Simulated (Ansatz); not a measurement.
C6H10FNO2Zr, SMILES `C[O][Zr]1234([NH2])([OH])[C@@H]5[C@H]1[C@H]2[C@@]3(F)[C@@H]54` from Hartree–Fock to CCSD(T)

| atom | x (Å) | y (Å) | z (Å) |
| --- | --- | --- | --- |
| C1 | -0.1654 | 1.6447 | 2.6525 |
| O2 | -0.5596 | 1.2087 | 1.4010 |
| Zr3 | -0.6745 | 0.2856 | -0.2893 |
| N4 | -2.2385 | -1.0333 | -0.1140 |
| O5 | -1.2429 | 1.6673 | -1.5352 |
| C6 | 0.7950 | -1.7661 | -0.1667 |
| C7 | 0.4838 | -1.5934 | -1.5304 |
| C8 | 1.1068 | -0.4084 | -1.9846 |
| C9 | 1.8062 | 0.1178 | -0.8870 |
| F10 | 2.5353 | 1.2320 | -0.9121 |
| C11 | 1.6167 | -0.6911 | 0.2443 |
| H12 | -0.2473 | 2.7354 | 2.7249 |
| H13 | 0.8773 | 1.3709 | 2.8616 |
| H14 | -0.7942 | 1.2027 | 3.4347 |
| H15 | -2.2615 | -2.0325 | -0.2411 |
| H16 | -3.1668 | -0.7184 | 0.1377 |
| H17 | -1.2793 | 2.0901 | -2.3873 |
| H18 | 0.4540 | -2.5704 | 0.4673 |
| H19 | -0.1384 | -2.2419 | -2.1282 |
| H20 | 1.0673 | 0.0164 | -2.9753 |
| H21 | 2.0261 | -0.5161 | 1.2272 |

The species carries charge 0 and has multiplicity 1. Correlated methods include outer-core shells of Zr, which these sets cover unevenly. Zr takes the def2 core potential. All single points use the PBE0-D4/def2-TZVP geometry. It is one conformer, not always the lowest. Frozen core, restricted reference, Ansatz 0.2.0.

```tsv
basis	HF (Eh)	MP2 corr.	CCSD corr.	(T)	CCSD(T) total
def2-SVP	?	?	-1.84944	-0.06680	?
def2-TZVPP	-583.56389	-2.29352	-2.31093	-0.10669	-585.98151
def2-QZVPP	?	?	–	–	–
```

Task: Fill in the withheld values. (Best estimate.)

Result: The calculation gave: def2-SVP HF (Eh): -582.91702; def2-SVP MP2 corr.: -1.80275; def2-SVP CCSD(T) total: -584.83326; def2-QZVPP HF (Eh): -583.59176; def2-QZVPP MP2 corr.: -2.48199.
